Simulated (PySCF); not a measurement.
H6MgSi2, SMILES [SiH3][Mg][SiH3]. Atoms are numbered in the order given.

```xyz
9

Mg     0.0000     0.0000     0.0000
Si     0.0000     0.0000    -2.6003
H     -0.5745     1.2535    -3.1873
H     -0.7983    -1.1243    -3.1873
H      1.3729    -0.1292    -3.1873
Si     0.0000     0.0000     2.6003
H     -0.5745    -1.2535     3.1873
H     -0.7983     1.1243     3.1873
H      1.3729     0.1292     3.1873
```

Geometry: TPSSh-D3(BJ)/def2-SVP.

These are TDA-B3LYP/def2-SVPD (PySCF) values and carry that method's errors.

Vertical excitations; the highest root listed may be one member of a degenerate set. Isolated molecule, no solvent. State labels are in the subgroup C2.

```json
[
 {"state": "S1", "symmetry": "B", "energy (eV)": "4.01", "λ (nm)": "309", "f": "0.000", "main pairs": "HOMO→LUMO (degenerate set)"},
 {"state": "S2", "symmetry": "A", "energy (eV)": "4.01", "λ (nm)": "309", "f": "0.000", "main pairs": "HOMO→LUMO+1 (degenerate set)"},
 {"state": "S3", "symmetry": "B", "energy (eV)": "5.19", "λ (nm)": "239", "f": "0.934", "main pairs": "HOMO→LUMO+2 94 %"},
 {"state": "S4", "symmetry": "A", "energy (eV)": "5.73", "λ (nm)": "216", "f": "0.124", "main pairs": "HOMO−1→LUMO (degenerate set)"},
 {"state": "S5", "symmetry": "B", "energy (eV)": "5.73", "λ (nm)": "216", "f": "0.124", "main pairs": "HOMO−1→LUMO+1 (degenerate set)"},
 {"state": "S6", "symmetry": "A", "energy (eV)": "6.01", "λ (nm)": "206", "f": "0.000", "main pairs": "HOMO→LUMO+3 95 %"},
 {"state": "S7", "symmetry": "A", "energy (eV)": "6.20", "λ (nm)": "200", "f": "0.000", "main pairs": "HOMO−1→LUMO+2 90 %"},
 {"state": "S8", "symmetry": "A", "energy (eV)": "6.47", "λ (nm)": "192", "f": "0.112", "main pairs": "HOMO→LUMO+4 (degenerate set)"},
 {"state": "S9", "symmetry": "B", "energy (eV)": "6.47", "λ (nm)": "192", "f": "0.112", "main pairs": "HOMO→LUMO+5 (degenerate set)"},
 {"state": "S10", "symmetry": "B", "energy (eV)": "6.60", "λ (nm)": "188", "f": "0.243", "main pairs": "HOMO→LUMO+6 76 %"},
 {"state": "T1", "symmetry": "B", "energy (eV)": "3.54", "λ (nm)": "350", "f": "0", "main pairs": "HOMO→LUMO (degenerate set)"},
 {"state": "T2", "symmetry": "A", "energy (eV)": "3.54", "λ (nm)": "350", "f": "0", "main pairs": "HOMO→LUMO+1 (degenerate set)"},
 {"state": "T3", "symmetry": "B", "energy (eV)": "3.98", "λ (nm)": "311", "f": "0", "main pairs": "HOMO→LUMO+2 98 %"},
 {"state": "T4", "symmetry": "A", "energy (eV)": "4.67", "λ (nm)": "265", "f": "0", "main pairs": "HOMO−1→LUMO 87 %"}
]
```
Triplets are in the Tamm–Dancoff approximation.
